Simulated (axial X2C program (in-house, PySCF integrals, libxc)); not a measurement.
## What spin–orbit coupling does to RhH⁺

Calculated with an axial X2C code built on PySCF integrals. Spin-free means the one-electron spin-free X2C Hamiltonian; two-component (2c) means X2C with spin–orbit coupling and atomic mean-field two-electron Coulomb and Gaunt terms, so the difference of the two also holds small scalar two-electron terms. Basis: Rh dyall-cv3z [12s12p8d5f3g], H dyall-v3z [6s2p1d] (cores contracted in-house); Gaussian nuclei, density fitting, unrestricted open shells. Masses: Rh 102.906 u, H 1.008 u.

Spin-free state: M_S = 1/2, Λ = 2 (beyond evenly filled blocks: δ+α, δ+β, δ-α); fragments Rh+ + H.

```tsv
level	Re (Å)	ωe (cm⁻¹)	De (eV)	μ (D)
PBE0	1.486	2294.8	1.945	-0.35
CCSD	1.473	2355.8	1.783	n/a
CCSD(T)	1.474	2349.8	1.888	n/a
M06	1.499	2204.9	1.935	-0.32
```

Correlated methods: 9 electrons correlated (number of frozen shells: Rh 4 s, 3 p, 1 d; H none), 213 virtual spin orbitals or spinors in MP2, 90 natural virtuals in coupled cluster.

Dipoles are positive if H is the positive end and refer to the centre of mass.

Q: Within this multiplet, which Ω should lie lowest by the rule for regular and inverted multiplets?

A: The open δ shell holds three electrons, one hole, so the multiplet is inverted: Ω = Λ + 1/2 = 5/2. The PBE0 2c search agrees.

Two-component determinant lowest at the distance of the search:

Ω = 5/2 (⟨Sz⟩ = 0.49, ⟨Lz⟩ = 2.01 at HF); fragments Rh+ + H.

| level | Re (Å) | ωe (cm⁻¹) | μ (D) |
| --- | --- | --- | --- |
| PBE0 | 1.488 | 2286.6 | -0.37 |
| CCSD | 1.473 | 2351.8 | n/a |
| CCSD(T) | 1.474 | 2345.4 | n/a |
| M06 | 1.501 | 2194.4 | -0.33 |

Q: From the two tables, how do the constants change at the CCSD(T) level (2c against spin-free)?

A: At the CCSD(T) level Re is unchanged within 0.001 Å and ωe falls by 4.4 cm⁻¹.

One determinant describes the state; a PBE0 search over occupations chose it and may have missed a lower one. De is counted from the lowest determinant-based energies of the atoms at the same level, without counterpoise correction. De is not given where an atomic determinant may have missed its ground term or J level, or where the truncated virtual space spoils (T). Density functionals use the spin component along the axis (collinear). CCSD and (T) use frozen natural virtuals with an MP2 correction for the truncation; (T) itself is uncorrected, so its De runs slightly low. Without a current term, density functionals place determinants with orbital angular momentum somewhat too high. The determinant is spin-polarised beyond a pure state at some levels (its spin-free form has ⟨S²⟩ too high), which makes Re and μ there less reliable. The T1 diagnostic is large, a sign of multireference character.
